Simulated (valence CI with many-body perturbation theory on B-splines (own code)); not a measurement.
**Energy levels of Ta²²⁺**

Level of theory: configuration interaction combined with many-body perturbation theory (CI+MBPT): five valence electrons over a frozen Dirac-Fock core [Kr] 4d10, radial functions for each j: 7 s, 7 p, 7 d, 7 f, 4 g, 2 h, with the one-electron correlation potential Σ1 (screened to all orders), the two-electron term Σ2, the three-electron term Σ3, Breit, model QED; selected single and double excitations, second order for the rest, scaled by the run's own slope (own B-spline code, finite nucleus).

No measured spectrum was set against this ion. As an estimate, terms of the open shell hold to a few per cent of their energy, and close levels can change places. Among the levels kept, up to 990 cm⁻¹ of a level comes from second order outside the variational space, and about a tenth of that is noise between levels of different J, which matters for small intervals. Only levels of the ground parity were solved; by the run's estimate the other parity begins above the list, which can be wrong where configurations are misplaced.

Levels 1 to 45 of 194, with energies above the lowest level, 4f5 6H°_5/2. "Leading %" is the weight of the configuration and term that name the level; weights of strongly mixed levels are sums over their largest components and can fall short. In the jj column 3d3/2^4 stands for four electrons in 3d with j = 3/2. Lifetimes count E1, E2, E3, M1 and M2 decay at the calculated energies, and are blank where another channel may lead or the interval is too uncertain; long ones can be off by a factor of two.

| No. | Configuration | Term | J | E (eV) | Leading % | Lifetime | Leading jj |
| --- | --- | --- | --- | --- | --- | --- | --- |
| 1 | 4f5 | 6H° | 5/2 | 0.000 | 75 |  | 4f5/2^5 (42 %) |
| 2 | 4f5 | 6H° | 7/2 | 1.042 | 85 | 22.5 ms | 4f5/2^4 4f7/2 (61 %) |
| 3 | 4f5 | 6H° | 9/2 | 2.020 | 90 | 21.1 ms | 4f5/2^3 4f7/2^2 (61 %) |
| 4 | 4f5 | 6F° | 3/2 | 2.663 | 76 | 62.1 ms | 4f5/2^4 4f7/2 (65 %) |
| 5 | 4f5 | 6F° | 5/2 | 2.706 | 59 | 16.8 ms | 4f5/2^4 4f7/2 (36 %) |
| 6 | 4f5 | 6F° | 1/2 | 2.720 | 86 | 53.1 s | 4f5/2^4 4f7/2 (46 %) |
| 7 | 4f5 | 6H° | 11/2 | 2.892 | 88 | 31.2 ms | 4f5/2^3 4f7/2^2 (46 %) |
| 8 | 4f5 | 6F° | 7/2 | 3.600 | 74 | 23.2 ms | 4f5/2^3 4f7/2^2 (48 %) |
| 9 | 4f5 | 6H° | 13/2 | 3.654 | 80 | 61.0 ms | 4f5/2^3 4f7/2^2 (39 %) |
| 10 | 4f5 | 6H° | 15/2 | 4.232 | 64 | 268 ms | 4f5/2^3 4f7/2^2 (30 %) |
| 11 | 4f5 | 6F° | 9/2 | 4.550 | 82 | 34.1 ms | 4f5/2^3 4f7/2^2 (44 %) |
| 12 | 4f5 | 6F° | 5/2 | 5.374 | 28 | 1.52 ms | 4f5/2^3 4f7/2^2 (49 %) |
| 13 | 4f5 | 6F° | 11/2 | 5.467 | 83 | 70.3 ms | 4f5/2^2 4f7/2^3 (38 %) |
| 14 | 4f5 | 4M° | 15/2 | 5.900 | 51 | 16.4 ms | 4f5/2^4 4f7/2 (57 %) |
| 15 | 4f5 | 4F° | 3/2 | 6.166 | 80 | 2.47 ms | 4f5/2^3 4f7/2^2 (65 %) |
| 16 | 4f5 | 4I° | 9/2 | 6.692 | 74 | 2.89 ms | 4f5/2^3 4f7/2^2 (49 %) |
| 17 | 4f5 | 4L° | 13/2 | 6.714 | 41 | 5.58 ms | 4f5/2^4 4f7/2 (50 %) |
| 18 | 4f5 | 4K° | 11/2 | 6.773 | 50 | 3.48 ms | 4f5/2^4 4f7/2 (46 %) |
| 19 | 4f5 | 4G° | 7/2 | 6.968 | 50 | 1.89 ms | 4f5/2^3 4f7/2^2 (45 %) |
| 20 | 4f5 | 4P° | 5/2 | 7.210 | 32 | 2.62 ms | 4f5/2^3 4f7/2^2 (48 %) |
| 21 | 4f5 | 4M° | 17/2 | 7.421 | 68 | 12.1 ms | 4f5/2^3 4f7/2^2 (93 %) |
| 22 | 4f5 | 2P° | 1/2 | 8.065 | 62 | 2.32 ms | 4f5/2^4 4f7/2 (50 %) |
| 23 | 4f5 | 4K° | 15/2 | 8.212 | 29 | 4.11 ms | 4f5/2^3 4f7/2^2 (60 %) |
| 24 | 4f5 | 4G° | 9/2 | 8.282 | 57 | 4.32 ms | 4f5/2^3 4f7/2^2 (71 %) |
| 25 | 4f5 | 6P° | 3/2 | 8.288 | 52 | 8.16 ms | 4f5/2^3 4f7/2^2 (73 %) |
| 26 | 4f5 | 4M° | 19/2 | 8.436 | 71 | 52.6 ms | 4f5/2^3 4f7/2^2 (60 %) |
| 27 | 4f5 | 4F° | 5/2 | 8.480 | 61 | 1.75 ms | 4f5/2^2 4f7/2^3 (54 %) |
| 28 | 4f5 | 4L° | 15/2 | 8.834 | 32 | 3.16 ms | 4f5/2^3 4f7/2^2 (66 %) |
| 29 | 4f5 | 4L° | 13/2 | 8.847 | 41 | 3.16 ms | 4f5/2^3 4f7/2^2 (54 %) |
| 30 | 4f5 | 4M° | 21/2 | 8.998 | 68 | 487 ms | 4f5/2^3 4f7/2^2 (62 %) |
| 31 | 4f5 | 4H° | 11/2 | 9.011 | 39 | 10.8 ms | 4f5/2^3 4f7/2^2 (47 %) |
| 32 | 4f5 | 4H° | 7/2 | 9.165 | 53 | 2.73 ms | 4f5/2^3 4f7/2^2 (46 %) |
| 33 | 4f5 | 4I° | 11/2 | 9.211 | 44 | 1.97 ms | 4f5/2^2 4f7/2^3 (60 %) |
| 34 | 4f5 | 2G° | 9/2 | 9.283 | 25 | 2.16 ms | 4f5/2^4 4f7/2 (48 %) |
| 35 | 4f5 | 4L° | 17/2 | 9.419 | 48 | 30.2 ms | 4f5/2^3 4f7/2^2 (68 %) |
| 36 | 4f5 | 4D° | 7/2 | 9.441 | 45 | 2.65 ms | 4f5/2^3 4f7/2^2 (43 %) |
| 37 | 4f5 | 4I° | 13/2 | 9.447 | 31 | 4.17 ms | 4f5/2^3 4f7/2^2 (67 %) |
| 38 | 4f5 | 6P° | 5/2 | 9.817 | 44 | 2.36 ms | 4f5/2^3 4f7/2^2 (50 %) |
| 39 | 4f5 | 4H° | 13/2 | 10.026 | 55 | 4.05 ms | 4f5/2^3 4f7/2^2 (63 %) |
| 40 | 4f5 | 4D° | 3/2 | 10.057 | 60 | 1.55 ms | 4f5/2^2 4f7/2^3 (63 %) |
| 41 | 4f5 | 4F° | 7/2 | 10.100 | 52 | 2.62 ms | 4f5/2^2 4f7/2^3 (46 %) |
| 42 | 4f5 | 4H° | 9/2 | 10.255 | 46 | 2.04 ms | 4f5/2^2 4f7/2^3 (53 %) |
| 43 | 4f5 | 4G° | 7/2 | 10.310 | 67 | 1.46 ms | 4f5/2^3 4f7/2^2 (51 %) |
| 44 | 4f5 | 4K° | 17/2 | 10.312 | 55 | 5.00 ms | 4f5/2^2 4f7/2^3 (80 %) |
| 45 | 4f5 | 4G° | 5/2 | 10.648 | 84 | 2.68 ms | 4f5/2^2 4f7/2^3 (55 %) |

Names give the largest LS component (configuration and term), which can be under half, so a name can repeat, a term be missing and a line seem to break the LS rules; names also repeat where a configuration has a term twice.

Where two levels of one J and parity lie close, their mixing, g and order are uncertain.

The ionisation energy to 4f4 5I_4 of the next ion comes out as 631.97 eV (NIST: 660 ± 30 eV (theoretical)). All 194 levels together are meant to be complete up to 34.029 eV.
